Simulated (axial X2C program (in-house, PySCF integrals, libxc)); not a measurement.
# Outer orbitals of CrS⁺ at 2.107 Å, HF

Computed with an in-house relativistic program for diatomic molecules. Spin-free means the one-electron spin-free X2C Hamiltonian; two-component (2c) means X2C with spin–orbit coupling and atomic mean-field two-electron Coulomb and Gaunt terms, so the difference of the two also holds small scalar two-electron terms. Basis: Cr dyall-cv3z [9s10p6d3f2g], S dyall-av3z [9s8p3d2f] (cores contracted in-house); Gaussian nuclei, density fitting, unrestricted open shells. Masses: Cr 51.941 u, S 31.972 u.

The distance is close to the 2c PBE0 minimum; the highest filled and lowest empty levels are listed.

Spin-free orbitals, state M_S = 3/2, Λ = 0 (beyond evenly filled blocks: σα, δ+α, δ-α) (Löwdin shares):

```json
{"symmetry": "σβ", "occupied": "yes", "ε (eV)": "-33.22", "atomic character": "80% S s, 8% Cr p, 7% Cr d"}
{"symmetry": "σα", "occupied": "yes", "ε (eV)": "-28.00", "atomic character": "74% S s, 11% Cr d, 9% Cr p"}
{"symmetry": "π+β", "occupied": "yes", "ε (eV)": "-19.03", "atomic character": "91% S p, 6% Cr d, 2% Cr p"}
{"symmetry": "π-β", "occupied": "yes", "ε (eV)": "-19.03", "atomic character": "91% S p, 6% Cr d, 2% Cr p"}
{"symmetry": "σα", "occupied": "yes", "ε (eV)": "-18.85", "atomic character": "55% Cr d, 37% S p, 6% S s"}
{"symmetry": "δ+α", "occupied": "yes", "ε (eV)": "-18.20", "atomic character": "99% Cr d"}
{"symmetry": "δ-α", "occupied": "yes", "ε (eV)": "-18.20", "atomic character": "99% Cr d"}
{"symmetry": "σβ", "occupied": "yes", "ε (eV)": "-18.08", "atomic character": "85% S p, 5% Cr d, 4% Cr s"}
{"symmetry": "π+α", "occupied": "yes", "ε (eV)": "-17.39", "atomic character": "90% Cr d, 7% S p, 2% S d"}
{"symmetry": "π-α", "occupied": "yes", "ε (eV)": "-17.39", "atomic character": "90% Cr d, 7% S p, 2% S d"}
{"symmetry": "σα", "occupied": "yes", "ε (eV)": "-15.63", "atomic character": "47% S p, 32% Cr d, 16% Cr s"}
{"symmetry": "π+α", "occupied": "no", "ε (eV)": "-5.66", "atomic character": "70% S p, 20% Cr p, 10% Cr d"}
{"symmetry": "π-α", "occupied": "no", "ε (eV)": "-5.66", "atomic character": "70% S p, 20% Cr p, 10% Cr d"}
{"symmetry": "σα", "occupied": "no", "ε (eV)": "-4.73", "atomic character": "49% Cr s, 34% Cr p, 7% S p"}
{"symmetry": "σβ", "occupied": "no", "ε (eV)": "-4.39", "atomic character": "63% Cr s, 20% Cr p, 9% S s"}
```

Spinors with spin–orbit coupling (state Ω = 3/2):

```csv
ω,occupied,ε (eV),atomic character,λ mixture
-1/2,yes,-33.22,"80% S s, 9% Cr p, 7% Cr d",100% σ
1/2,yes,-28.00,"74% S s, 11% Cr d, 9% Cr p",100% σ
1/2,yes,-19.06,"91% S p, 6% Cr d, 2% Cr p",100% π
-3/2,yes,-19.00,"91% S p, 6% Cr d, 2% Cr p",100% π
1/2,yes,-18.86,"55% Cr d, 37% S p, 6% S s",100% σ
-3/2,yes,-18.25,99% Cr d,100% δ
5/2,yes,-18.16,99% Cr d,100% δ
-1/2,yes,-18.08,"85% S p, 5% Cr d, 4% Cr s",100% σ
-1/2,yes,-17.42,"90% Cr d, 7% S p, 2% S d",100% π
3/2,yes,-17.37,"90% Cr d, 7% S p, 2% S d",100% π
1/2,yes,-15.63,"47% S p, 32% Cr d, 16% Cr s",100% σ
-1/2,no,-5.68,"70% S p, 20% Cr p, 10% Cr d",100% π
3/2,no,-5.64,"70% S p, 20% Cr p, 10% Cr d",100% π
1/2,no,-4.73,"49% Cr s, 34% Cr p, 7% S p",100% σ
-1/2,no,-4.39,"63% Cr s, 20% Cr p, 9% S s",100% σ
```

Mulliken charges and populations of the two-component result (they depend on the basis, above all on diffuse functions):

Cr 0.97 e (s 6.19 p 12.05 d 4.78), S 0.03 e (s 5.99 p 9.92 d 0.06 f 0.01). ⟨Lz⟩ = 0.00 ħ and ⟨Sz⟩ = 1.50 ħ (2.46 and -0.96 on the two atoms), which add up to Ω.

One determinant describes the state; a PBE0 search over occupations chose it and may have missed a lower one. With several unpaired electrons one determinant need not be a pure state. This is the top spin component of a Σ state; components of lower Ω are not single determinants and can lie lower. The determinant is spin-polarised beyond a pure state at some levels (its spin-free form has ⟨S²⟩ too high), which makes Re and μ there less reliable.
